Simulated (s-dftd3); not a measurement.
C$_{4}$H$_{10}$Al, charge +1, singlet, geometry from GFN2-xTB (such geometries of metal compounds can be far from the true shape); D3(bj) for r2scan (s-dftd3).

The s-dftd3 input:
```
$ s-dftd3 mol.xyz --bj r2scan --json dftd3.json --noedisp --grad

# file mol.xyz
15

Al    -0.09023144     0.01356658     0.20025252
C      1.51854398    -0.83448371     0.98657008
C      1.70064142    -2.30365472     0.52608516
H      1.44417185    -0.80154327     2.08862801
H      2.41670119    -0.25032418     0.71706835
H      1.82072654    -2.37342995    -0.55488311
H      0.85099941    -2.92195475     0.81522816
H      2.59268864    -2.71916556     0.99087900
C     -1.70196876     0.86206219    -0.57949163
C     -1.40492777     2.25919325    -1.18236869
H     -2.47667148     0.95678279     0.20282012
H     -2.12654163     0.20669779    -1.36102555
H     -0.67444291     2.20108265    -1.98908825
H     -1.02548809     2.94818966    -0.42798177
H     -2.32286815     2.67859721    -1.58969727
```

Problem. What does s-dftd3 print? Leave out banner, timings and long lists.

Solution. 
```
-----------------------------------
 s i m p l e   D F T - D 3  v1.4.0
-----------------------------------

Rational (Becke-Johnson) damping: r2scan-D3(BJ)
---------------------
  s6         1.0000
  s8         0.7898
  s9         0.0000
  a1         0.4948
  a2         5.7308
 alp        14.0000
--------------------

Dispersion energy:      -2.9527588872259E-03 Eh

Gradient norm:           7.6813713456728E-05 Eh/a0
--------------------------------------------------
     #    Z           dE/dx      dE/dy      dE/dz
--------------------------------------------------
     1   13 Al    2.555E-06 -3.842E-07 -5.671E-06
     2    6 C     2.021E-05 -1.484E-05  1.480E-05
     3    6 C    -1.291E-05  2.016E-05  1.229E-06
     4    1 H     4.180E-06 -8.076E-08  3.372E-06
     5    1 H     5.971E-06 -2.482E-06  6.147E-06
     6    1 H     1.339E-05 -1.774E-05 -2.975E-06
     7    1 H     7.525E-06 -1.957E-05  4.166E-06
     8    1 H     1.344E-05 -1.575E-05  3.434E-06
     9    6 C    -2.371E-05  1.537E-05 -7.035E-06
    10    6 C     6.635E-06 -1.921E-05  1.270E-05
    11    1 H    -5.287E-06  2.472E-07 -9.153E-07
    12    1 H    -8.425E-06  2.851E-06 -7.007E-07
    13    1 H    -5.773E-06  1.659E-05 -1.394E-05
    14    1 H    -7.114E-06  1.951E-05 -5.077E-06
    15    1 H    -1.068E-05  1.534E-05 -9.540E-06
--------------------------------------------------

Virial:
--------------------------------------------------
      component           x          y          z
--------------------------------------------------
          x       3.640E-04 -2.963E-04  1.634E-04
          y      -2.963E-04  4.054E-04 -1.579E-04
          z       1.634E-04 -1.579E-04  1.302E-04
--------------------------------------------------

[Info] JSON dump of results written to 'dftd3.json'
```
